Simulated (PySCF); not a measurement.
Excitation energy of Pb²⁺ by level of theory

Pb²⁺ [Xe] 4f14 5d10 6s2 (1S) → Pb²⁺ [Xe] 4f14 5d10 6s1 7s1 (3S), as a difference of total energies. Computed with PySCF 2.14 in aug-cc-pwCVDZ-PP with ECP60MDF (6s5p4d1f, 48 functions), with a scalar-relativistic core potential. Correlated levels: valence: 5s2 5p6 5d10 frozen; valence and next inner shell: nothing frozen outside the core potential. The calculations carry no spin-orbit coupling.

```
                                method  excitation energy (eV)
                                   UHF                  16.977
                                   LDA                  19.030
                                   PBE                  18.567
                                  PBE0                  18.354
                                r2SCAN                  18.534
                               LC-wPBE                  18.318
                                M06-2X                  18.245
                                  PW91                  18.629
                                 TPSSh                  18.401
                         MP2 (valence)                  17.425
                     SCS-MP2 (valence)                  17.594
    MP2 (valence and next inner shell)                  18.646
SCS-MP2 (valence and next inner shell)                  18.621
```

Q: How much does correlation contribute at MP2 (valence and next inner shell)?

A: 18.646 − (16.977) = 1.669 eV, measured against UHF.

The promoted electron is Rydberg-like, and one or two diffuse shells describe it only roughly, which tends to raise the upper state.
